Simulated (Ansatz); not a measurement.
Two isomers of CH4FNOSi: A = `O[SiH2]/N=C/F`, B = `O/C(F)=N/[SiH3]`.

Program: Ansatz. Geometries: PBE0-D4/def2-TZVP. ΔE: electronic, gas phase. CBS: MP2 limit from def2 TZ/QZ plus the TZ coupled-cluster correction, frozen cores. Double bonds are as drawn, so ΔE can hold a change between cis and trans. DFT in def2-TZVPP. Each species was taken in one conformer, which may not be the lowest.

A:

```xyz
9

O     1.479    1.397    0.682
Si    0.062    0.587    0.790
N    -0.354   -0.060   -0.763
C    -0.560   -1.245   -1.037
F    -0.863   -1.630   -2.280
H     1.552    2.078    0.012
H     0.286   -0.470    1.808
H    -1.065    1.470    1.175
H    -0.537   -2.126   -0.387
```

B:

```xyz
9

O     2.218   -0.065   -1.062
C     1.159   -0.236   -0.283
F     1.507   -1.084    0.679
N     0.046    0.294   -0.420
Si   -1.395    0.150    0.521
H     1.951    0.552   -1.755
H    -2.470   -0.353   -0.370
H    -1.758    1.505    1.004
H    -1.258   -0.764    1.686
```

(1) Which isomer does CCSD(T)/CBS put lower? Give the gap. (An estimate is asked.)

(2) Give E(B) − E(A) in kJ/mol with BLYP-D4, CCSD/def2-TZVPP, ωB97M-V, PBE-D4, r2SCAN-D4, LDA (SPW92), MP2/def2-TZVPP. (An estimate is asked.)

(3) Does the order hold for the free energy at 298.15 K (harmonic terms from PBE0-D4)? (An estimate is asked.)

Largest T1 diagnostic: 0.013.

Results:

(1) The calculation gave: A, by 118.5 kJ/mol.

(2) The calculation gave: BLYP-D4 108.7, CCSD/def2-TZVPP 114.2, ωB97M-V 108.5, PBE-D4 96.6, r2SCAN-D4 101.9, LDA (SPW92) 86.5, MP2/def2-TZVPP 117.6. None reverses the order clearly.

(3) Computed: Yes: G(B) − G(A) = +116.3 kJ/mol, for one conformer each. Modes under 60 cm⁻¹, often nearly free rotors, make the harmonic entropy too high.

At CCSD(T), def2-SVP lies −42.5 kJ/mol from the extrapolated value and def2-TZVPP −5.4 kJ/mol. Leaving LDA and LC-ωPBE aside and taking each functional with its dispersion term where it has one, the values, not all of them listed here, spread over 17.0 kJ/mol, from PBE-D4 to B2PLYP. LDA lies −10.3 kJ/mol from PBE without D4.
